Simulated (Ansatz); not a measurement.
Relaxation of C₃H₉NOSe (15 atoms, charge 0, multiplicity 1), to a largest force component of 0.015 eV/Å in at most 40 steps.

All numbers below come from RKS PBE-D4/def2-SVP in Ansatz 0.2.0.

```xyz
15
Properties=species:S:1:pos:R:3
C -1.791 0.400 0.138
O -0.719 0.120 0.912
C 0.113 -0.754 0.198
N 0.000 -2.112 0.670
Se 1.992 -0.256 0.592
C 1.840 1.448 -0.366
H -2.366 -0.466 -0.184
H -1.501 1.060 -0.769
H -2.527 1.083 0.774
H 0.031 -0.712 -0.876
H 0.873 -2.523 0.893
H -0.508 -2.020 1.633
H 2.765 1.988 -0.344
H 1.036 2.083 0.118
H 1.573 1.217 -1.420
```

Question: Where does it end, and by what steps?

Answer: The forces met the threshold. The force dipped under the threshold on the way, but the program's further checks kept it going. After 13 steps the energy has fallen by 0.814 eV; H8 moved furthest, 0.91 Å.

```csv
step,energy less start (eV),largest force component (eV/Å),accepted
0,0.0000,3.768,yes
1,-0.5264,1.321,yes
2,-0.6233,0.651,yes
3,-0.6867,0.557,yes
4,-0.7211,0.951,yes
5,-0.7858,0.181,yes
6,-0.7880,0.363,yes
7,-0.8064,0.198,yes
8,-0.8112,0.090,yes
9,-0.8127,0.042,yes
10,-0.8134,0.028,yes
11,-0.8137,0.020,yes
12,-0.8138,0.008,yes
13,-0.8138,0.012,yes
```

```xyz
15
Properties=species:S:1:pos:R:3
C -1.979 0.312 0.130
O -0.634 0.381 0.581
C 0.143 -0.705 0.159
N -0.225 -1.920 0.825
Se 2.058 -0.213 0.526
C 2.044 1.574 -0.285
H -2.474 -0.623 0.472
H -2.041 0.355 -0.984
H -2.508 1.188 0.552
H 0.044 -0.864 -0.943
H 0.184 -2.746 0.376
H 0.058 -1.902 1.814
H 2.950 2.104 0.063
H 1.139 2.100 0.070
H 2.053 1.514 -1.390
```

The run took 52 s on 2 threads of Arm Neoverse V2 (shared host), peak memory 0.21 GiB.
